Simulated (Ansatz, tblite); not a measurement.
Species of one formula, Si₄H₁₀ (singlet), each relaxed with r2SCAN-D4/def2-SVP in Ansatz.

The xTB rows come from tblite. B3LYP takes the VWN-RPA correlation. Correlated methods freeze 20 core orbitals.

Other spin states weren't relaxed.

A: n-SiSiSiSiH10 (Si4H10)

B: SiH(SiH3)3 (Si₄H₁₀)

Question: Estimate which lies lowest at each level, and how far above it the others are (kJ/mol).

Answer: 
```
              level    A    B
           GFN1-xTB  4.3  0.0
           GFN2-xTB  0.1  0.0
          HF/STO-3G  0.6  0.0
       HF/def2-TZVP  2.3  0.0
    PBE-D4/def2-SVP  6.4  0.0
   PBE-D4/def2-TZVP  5.4  0.0
r2SCAN-D4/def2-TZVP  5.4  0.0
 B3LYP-D4/def2-TZVP  5.6  0.0
   PBE0-D4/def2-SVP  7.1  0.0
  PBE0-D4/def2-TZVP  5.6  0.0
  ωB97X-V/def2-TZVP  4.7  0.0
  RPA@PBE/def2-TZVP  5.1  0.0
      MP2/def2-TZVP  7.3  0.0
     CCSD/def2-TZVP  4.6  0.0
  CCSD(T)/def2-TZVP  5.3  0.0
```
Point groups (tolerance 0.1 Å): A C2h, B not assigned.
